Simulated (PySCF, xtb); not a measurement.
CH6S3Si, SMILES C[Si](S)(S)S. The values are those of a single conformer.

Harmonic wavenumbers (cm⁻¹) from GFN2-xTB in xtb 6.7.1 at its own minimum, in rising order: 74, 88, 103, 106, 134, 153, 161, 165, 173, 385, 510, 523, 693, 700, 721, 765, 823, 831, 1364, 1453, 1456, 2468, 2476, 2485, 3036, 3040, 3045.

Task: What does r2SCAN-D4/def2-SVP (PySCF) give at its own minimum? (An estimate is asked for; the answer gives what the named calculation found.)

Result: 103, 136, 165, 185, 197, 199, 205, 222, 270, 406, 525, 536, 679, 689, 740, 765, 803, 829, 1254, 1421, 1422, 2676, 2678, 2694, 3036, 3145, 3153. Paired by order, the mean absolute difference is 61 cm⁻¹ and the zero-point energies are 39.9 and 41.6 kcal/mol.
